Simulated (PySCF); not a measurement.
## Vibration and rotation of GaH

RHF-CCSD(T) constants of GaH, ¹Σ⁺ (singlet), closed shell (basis Ga x2c-SVPall, H x2c-SVPall; spin-free X2C with a Gaussian nucleus; PySCF 2.14; masses 68.9256 and 1.0078 u):

* ωe: 1653.2 cm⁻¹
* ωexe: 29.6 cm⁻¹
* Be: 6.1845 cm⁻¹
* αe: 0.188 cm⁻¹
* De to Ga + H: 2.82 eV

What force constant and bond length do these constants imply?

Reduced mass μred = 0.99330 u; k = 5.8918×10⁻⁷·μred·ωe² (u, cm⁻¹, mdyn/Å) = 1.60 mdyn/Å; Re = √(16.8576/(μred·Be)) (u, cm⁻¹, Å) = 1.657 Å.

Estimate the centrifugal constant D from the Kratzer relation and find the Dunham coefficient a1.

D = 4Be³/ωe² = 0.000346 cm⁻¹; a1 = −1 − αeωe/(6Be²) = -2.35.

Correlated steps freeze 9 core orbitals. Correlated levels converge slowly with the basis: in double zeta they bind strong bonds too weakly, by up to about 1 eV, and carry superposition errors of some tenths. Where the molecule has an RHF reference, its open-shell atoms are computed with UHF.
